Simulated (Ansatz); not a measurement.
[closo-1-(I)B7H6]2- (B7H6I²⁻), relaxed as a singlet with RKS B3LYP-D4/def2-SVPD in Ansatz, starting from the GFN2-xTB geometry. Force threshold 0.02 eV/Å.

In the def2 sets I takes a core potential; there is no spin–orbit coupling. A multiply charged anion in the gas phase is held together partly by the finite basis. The highest occupied level of the charge -2 singlet lies above zero (up to 1.91 eV). By energy differences it is unbound by 0.41 eV (vertical, against the charge -1 doublet, at BLYP-D4/def2-TZVPD) and held by the finite basis.

Start:

```xyz
14

B     1.386    0.142    0.179
B     0.574   -1.282    0.009
B     0.056    0.083   -0.963
B    -1.222    0.688    0.073
B    -1.038   -0.945   -0.057
B    -0.072   -0.103    1.210
B     0.276    1.360    0.219
H     2.608    0.275    0.251
H     1.083   -2.401   -0.070
I     0.204    0.300   -3.471
H    -2.291    1.299    0.050
H    -1.944   -1.767   -0.194
H    -0.144   -0.210    2.438
H     0.523    2.561    0.325
```

```csv
step,energy (eV),largest force component (eV/Å),SCF passes
1,-12935.1396,1.075,16
2,-12935.2170,0.494,19
3,-12935.2470,0.211,20
4,-12935.2504,0.028,21
5,-12935.2505,0.009,13
```

Force components are those of the run's own axes.

End:

```xyz
14

B     1.4041    0.1445    0.1758
B     0.5818   -1.2980    0.0029
B     0.0589    0.0863   -1.0002
B    -1.2378    0.6974    0.0677
B    -1.0509   -0.9564   -0.0639
B    -0.0719   -0.1050    1.2189
B     0.2795    1.3778    0.2159
H     2.6092    0.2759    0.2384
H     1.0842   -2.3998   -0.0822
I     0.1971    0.2889   -3.3485
H    -2.2905    1.3010    0.0380
H    -1.9442   -1.7659   -0.2061
H    -0.1433   -0.2096    2.4305
H     0.5237    2.5629    0.3127
```

By distances, no bond broke or formed. The bond that changes most is B3–I10, from 2.52 to 2.36 Å (atoms count from 1).

No frequencies were taken in this run, so the end may be a saddle point.

Run time 58 s (4 threads of Intel Xeon on a shared host), peak host memory 0.85 GiB.
